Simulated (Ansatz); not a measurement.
`C#[C][Zr]([OH])([F])[O]C`, relaxed with RKS PBE0-D4/def2-TZVP in Ansatz from a GFN2-xTB geometry. The force threshold is 0.005 eV/Å; the program also tests the step.

Total charge 0; spin multiplicity 1. Zr takes the def2 core potential.

Start:

```xyz
12

C     2.109   -1.942    1.561
C     1.413   -1.014    1.215
Zr    0.214    0.693    0.532
O    -0.467    1.764    1.923
F     1.197    1.642   -0.773
O    -1.315    0.049   -0.360
C    -1.147   -0.056   -1.753
H     2.710   -2.758    1.867
H    -1.390    1.887    2.172
H    -2.005   -0.591   -2.180
H    -1.097    0.949   -2.211
H    -0.223   -0.624   -1.994
```

Task: By how much does the energy fall, and how many steps does the optimiser take? (An estimate is asked.)

Result: The calculation gave: 11.25 kcal/mol, in 44 steps, 7 of them rejected.

Task: Which bonds change most? (Estimate.)

Result: Computed: Zr3–O4 from 1.882 to 1.911 Å; Zr3–F5 from 1.890 to 1.913 Å; C7–H12 from 1.111 to 1.094 Å; O6–C7 from 1.407 to 1.392 Å.

Task: Give the relaxed structure. (An estimate is asked.)

Result: The calculation gave: 
```xyz
12

C     2.207   -1.895    1.691
C     1.570   -0.943    1.286
Zr    0.451    0.811    0.550
O    -0.704    1.425    1.943
F     1.663    2.197    0.032
O    -0.527    0.234   -0.968
C    -1.333   -0.124   -2.045
H     2.768   -2.730    2.047
H    -1.443    1.696    2.479
H    -2.391   -0.043   -1.777
H    -1.136    0.528   -2.901
H    -1.126   -1.158   -2.339
```
